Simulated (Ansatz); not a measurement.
Job for Ansatz (a first-principles code): U-PBE0/def2-TZVPP on C3H4 (SMILES [CH]C=C), 2S+1 = 1, a spin state set in the input, which need not be the lowest.

Ansatz 0.2 input:
```yaml
crystal:
  periodic: [false, false, false]
  atoms:
    - {symbol: C, position_ang: [-1.20365373, 0.31942099, -0.36049200]}
    - {symbol: C, position_ang: [-0.10339695, -0.37332055, 0.04571111]}
    - {symbol: C, position_ang: [1.13987854, 0.17129080, 0.30743340]}
    - {symbol: H, position_ang: [-2.06590451, -0.02748942, -0.91705456]}
    - {symbol: H, position_ang: [-0.22188453, -1.45191362, 0.19254304]}
    - {symbol: H, position_ang: [1.97230850, -0.45407040, 0.59652342]}
    - {symbol: H, position_ang: [1.31851339, 1.22912590, 0.17207294]}
basis:
  gaussian:
    orbitals: def2-TZVPP
hamiltonian:
  xc: {name: PBE0}
magnetization: {spin_polarized: true, initial_magnetization: 0}
```

The head of its log:

```
WARN ansatz: RAYON_NUM_THREADS=1 ignored (pool sized by the plan → 1); use --threads N
Functional definition: PBE0
integrals: 0.04 GiB planned
776 factors; their error is unknown
mean field: 0.57 GiB planned
mean field evaluation 1: about -3163.4806 eV, gradient 3.1e1 eV
mean field evaluation 2: about -3162.0965 eV, gradient 3.4e1 eV
```

### Question
Give the final energy of this run.

### Answer
-116.4603 hartree. Its determinant has ⟨S²⟩ = 0.96, a mixture of spin states.
